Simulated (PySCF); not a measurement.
## Which element holds O most strongly?

r²SCAN in PySCF with def2-TZVPP on every atom (core potentials on Ru, Sn), for the lowest determinant that a PBE0 search found; no spin–orbit coupling. D0 is De less the harmonic zero-point energy.

```json
{"M": "Ru", "state (unpaired electrons)": "quintet (σ ↑, π ↑↑, δ ↑)", "Re (Å)": "1.692", "ωe (cm⁻¹)": "936", "D0(MO) (eV)": "5.37"}
{"M": "Ge", "state (unpaired electrons)": "singlet (closed shell)", "Re (Å)": "1.629", "ωe (cm⁻¹)": "1006", "D0(MO) (eV)": "6.84"}
{"M": "Si", "state (unpaired electrons)": "singlet (closed shell)", "Re (Å)": "1.515", "ωe (cm⁻¹)": "1248", "D0(MO) (eV)": "8.05"}
{"M": "Sn", "state (unpaired electrons)": "singlet (closed shell)", "Re (Å)": "1.828", "ωe (cm⁻¹)": "850", "D0(MO) (eV)": "5.60"}
{"M": "Al", "state (unpaired electrons)": "doublet (σ ↑)", "Re (Å)": "1.619", "ωe (cm⁻¹)": "989", "D0(MO) (eV)": "5.38"}
{"M": "As", "state (unpaired electrons)": "doublet (π ↑)", "Re (Å)": "1.624", "ωe (cm⁻¹)": "1005", "D0(MO) (eV)": "4.93"}
{"M": "P", "state (unpaired electrons)": "doublet (π ↑)", "Re (Å)": "1.482", "ωe (cm⁻¹)": "1252", "D0(MO) (eV)": "6.07"}
```

Problem. Order the elements by D0 and give the energy of AsO + P → PO + As.

Solution. Si > Ge > P > Sn > Al > Ru > As; ΔE = 4.93 − 6.07 = -1.14 eV at r²SCAN/def2-TZVPP. Close neighbours can swap at other levels.

The metal atom is held in its measured ground configuration; semilocal functionals can put another filling of s and d lower by some tenths of an eV, and De to that atom would be smaller. These are scalar-relativistic numbers at best; spin–orbit coupling would shift them, the dissociation energy most. States were picked by a PBE0 search and need not be the measured ground states.
